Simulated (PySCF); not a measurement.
Isomers of C8H9F3. Computed with PBE0-D3(BJ)/def2-SVP geometry optimisation, gas phase (PySCF). Energies are electronic, without zero-point or thermal terms, for one conformer each. No frequencies were run at this level. Point groups hold within 0.08 Å.

Question: Order them by energy at this level, lowest first, and give relative energies in kcal/mol.
A. `[CH2:1]=[CH:2][CH:3]([CH:4]=[CH2:5])/[CH:6]=[CH:7]\[C:8]([F:9])([F:10])[F:11]` with C1–C2–C3–C4 132°, C2–C3–C4–C5 -130°, C2–C3–C6–C7 117°
B. `[F:1][C:2]([F:3])=[C:4]([F:5])[C@:6]12[CH2:7][CH2:8][C@H:9]([CH2:10]1)[CH2:11]2` with C2–C4–C6–C7 -1°
C. `[CH2:1]=[C:2](/[CH:3]=[CH:4]/[CH3:5])[C:6](=[CH2:7])[C:8]([F:9])([F:10])[F:11]` with C1–C2–C3–C4 -174°, C1–C2–C6–C7 -113°

Answer: C (0.0), B (8.7), A (12.1).

| SMILES | E (Eh) | E rel (kcal/mol) | dipole (D) | point group | A, B, C (MHz) |
| --- | --- | --- | --- | --- | --- |
| C=C(/C=C/C)C(=C)C(F)(F)F | -608.66135 | 0.0 | 2.41 | C1 | 1706, 703.0, 635.6 |
| FC(F)=C(F)[C@]12CC[C@H](C1)C2 | -608.64746 | 8.7 | 1.90 | Cs | 2195, 785.2, 638.2 |
| C=CC(C=C)/C=C\C(F)(F)F | -608.64206 | 12.1 | 2.29 | – | 1523, 749.6, 615.8 |
